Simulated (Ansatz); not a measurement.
Isomers of CH7FGe2, relaxed with PBE0-D4/def2-TZVP in Ansatz; electronic energies, one conformer each and not always the lowest. Functionals use def2-TZVPP; CBS adds triple-zeta CCSD(T) − MP2 to the MP2 limit of def2-TZVPP and def2-QZVPP.

Outer-core shells of Ge are correlated without core-valence functions. Scalar relativity is left out up to krypton. Spin–orbit coupling is left out.

Order them by energy at frozen-core CCSD(T)/CBS, lowest first. (Best estimate.)
A. `[CH3][GeH]([F])[GeH3]`
B. `F[CH2][GeH2][GeH3]`
C. `[F][GeH2][CH2][GeH3]`

A (0.0 kJ/mol), C (36.7 kJ/mol), B (173.8 kJ/mol).

How do PBE0-D4, MP2/CBS(def2), B2PLYP, B3LYP place them (kJ/mol, against `[CH3][GeH]([F])[GeH3]`)? (Best estimate.)

Computed: 
```tsv
isomer	PBE0-D4	MP2/CBS(def2)	B2PLYP	B3LYP
`F[CH2][GeH2][GeH3]`	165.9	183.8	174.0	168.4
`[F][GeH2][CH2][GeH3]`	46.4	34.0	42.4	48.7
```

B3LYP here is the variant with VWN-RPA as its local correlation; programs differ in this.
